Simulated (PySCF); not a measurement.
# Structure revision by computed shifts

A compound C7H7O3P gives the data below (simulated from a calculation) and was assigned the structure `C=Cc1pcoc1C(=O)OC`.

$^{13}$C{$^{1}$H} NMR (computed): δ 155.0 (C), 152.2 (CH), 126.3 (CH), 117.1 (CH), 106.2 (C), 81.5 (C), 5.2 (CH3).

$^{1}$H NMR (400 MHz, computed): δ 7.71 (m, 1H), 7.35 (m, 1H), 6.71 (m, 1H), 2.89 (br s, 1H), 2.12 (s, 3H).

All values are calculated (PySCF 2.14.0 with density-fitted response routines): geometry: GFN2-xTB, GIAO PBE0/pcSseg-1 shieldings. Relativity neglected, fast rotation and ring inversion assumed for equivalent nuclei, no solvent, one conformer.

Referencing at the same level of theory: $^{1}$H (σref 31.72) and $^{13}$C (σref 186.93) vs TMS.

Question: Compare with the shifts computed for the proposed structure, pairing carbons in order of shift.

Answer: Atom-mapped SMILES (the numbers label the heavy atoms): `[CH2:1]=[CH:2][c:3]1[p:4][cH:5][o:6][c:7]1[C:8](=[O:9])[O:10][CH3:11]`. Each H is labelled by its parent atom.

| atom | computed for proposal | given list | difference |
| --- | --- | --- | --- |
| C5 | 192.0 | 155.0 | +37.0 |
| C8 | 166.0 | 152.2 | +13.8 |
| C3 | 164.1 | 126.3 | +37.8 |
| C7 | 150.7 | 117.1 | +33.6 |
| C2 | 138.8 | 106.2 | +32.6 |
| C1 | 128.7 | 81.5 | +47.2 |
| C11 | 53.5 | 5.2 | +48.3 |

The rms difference is 37.3 ppm and the largest +48.3 ppm at C11 (methyl carbon bonded to O). The carbon types in order of shift don't match either: CH, C, C, C, CH, CH2, CH3 for the proposal against C, CH, CH, CH, C, C, CH3 in the data. The proposal doesn't fit.

Question: Which isomer fits?

Answer: `InChI=1S/C7H7O3P/c1-2-6-11(8,9)7-4-3-5-10-7/h3-5H,1H3,(H,8,9)`.

δC 155.0: substituted aromatic carbon next to the ring oxygen. δC 152.2: aromatic CH next to the ring oxygen. δC 126.3, 117.1: aromatic CH. δC 106.2, 81.5: alkyne carbon.

The shifts were computed for this structure.

The OH or NH signal is concentration- and solvent-dependent in practice; the value given is the gas-phase one. Splittings by $^{31}$P in the carbon and heteronuclear signals aren't shown, as no couplings were computed. Shifts are as computed. Against solution values, carbons near 30 ppm lie about +3 ppm off and those near 130 ppm about +5 ppm. Of 1211 compounds with measured shifts, 218 miss one by over three times the rms of a fit or turn the order of signals round; such compounds aren't used in these exercises. No couplings were computed; multiplicities are counted from neighbouring protons, with m where these are inequivalent, close in shift, in a saturated or five-membered ring or joined by F or P, and br s for small geminal =CH2 splittings.
